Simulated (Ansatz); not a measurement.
Input for Ansatz (development build ahead of 0.2.0):

```yaml
crystal:
  periodic: [false, false, false]
  atoms:
    - { symbol: Na, position_ang: [-0.01317, 0.0211, -2.30514] }
    - { symbol: I, position_ang: [-0.00461, 0.0325, 0.488] }
basis:
  gaussian: { orbitals: def2-SVP }
hamiltonian:
  xc: hf
correlation:
  method: mp2
  frozen_orbitals: { I: 4, Na: 1 }
```

The input is written out in the form of the current development build from the run's settings. The basis set brings a core potential for I, so the total leaves out those core electrons.

The run gave:

```yaml
Converged: yes
Reference_energy: -458.53171 hartree
Correlation_energy: -0.12372 hartree
Total_energy: -458.65543 hartree
Spin_squared_of_the_determinant: 0.000
```
